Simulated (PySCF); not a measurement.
Species: SeH2.
SMILES: `[H][Se][H]`

Theory: PBE0-D3(BJ)/def2-SVP geometry optimisation, gas phase in PySCF.

Masses are those of the commonest isotopes; rigid-rotor values at the optimised geometry. 

Question: Give the principal moments of inertia and the rotational constants in MHz.

Answer: Ia = 2.08, Ib = 2.22, Ic = 4.30 u·Å²; 505379 MHz·u·Å²/I gives A = 243423, B = 227226, C = 117523 MHz.

Question: What kind of rotor is it?

Answer: An asymmetric top: κ = (2 × 227226 − 243423 − 117523)/(243423 − 117523) = 0.74.

Question: Give the coordinates in the principal-axis frame, origin at the centre of mass.

Answer: The sense of each axis is arbitrary; atoms in the order of the calculation.
```json
{"atom": "Se1", "mass (u)": "79.917", "a (Å)": "0.000", "b (Å)": "0.025", "c (Å)": "0.000"}
{"atom": "H2", "mass (u)": "1.008", "a (Å)": "1.050", "b (Å)": "-1.002", "c (Å)": "0.000"}
{"atom": "H3", "mass (u)": "1.008", "a (Å)": "-1.051", "b (Å)": "-1.002", "c (Å)": "0.000"}
```

Question: Which lines would a microwave search look for?

Answer: The dipole components are |μa| = 0.00 D, |μb| = 0.96 D, |μc| = 0.00 D; the symmetry axis of this C2v structure is b, so μa and μc vanish by symmetry and there are no a-type or c-type lines. Some lines, for components of 0.1 D or more:

| type | branch | J(Ka,Kc) | MHz | lower level (cm⁻¹) |
| --- | --- | --- | --- | --- |
| b | Q | 1(1,0) ← 1(0,1) | 125900 | 11.500 |
| b | Q | 3(2,1) ← 3(1,2) | 314121 | 78.203 |
| b | Q | 2(1,1) ← 2(0,2) | 330774 | 31.324 |
| b | R | 1(1,1) ← 0(0,0) | 360946 | 0.000 |
| b | Q | 3(3,1) ← 3(2,2) | 402988 | 78.477 |
| b | R | 2(0,2) ← 1(1,1) | 578130 | 12.040 |
| b | Q | 3(1,2) ← 3(0,3) | 581899 | 58.793 |
| b | R | 2(1,2) ← 1(0,1) | 595992 | 11.500 |
| b | R | 3(1,3) ← 2(0,2) | 823612 | 31.324 |
| b | R | 3(1,2) ← 2(2,1) | 1026039 | 43.978 |
| b | R | 2(2,0) ← 1(1,1) | 1052666 | 12.040 |
| b | R | 3(3,1) ← 2(2,0) | 1342064 | 47.153 |
| b | R | 3(3,0) ← 2(2,1) | 1513662 | 43.978 |

No frequency check. Constants of a rigid frame at the computed geometry: no zero-point averaging, no centrifugal distortion.
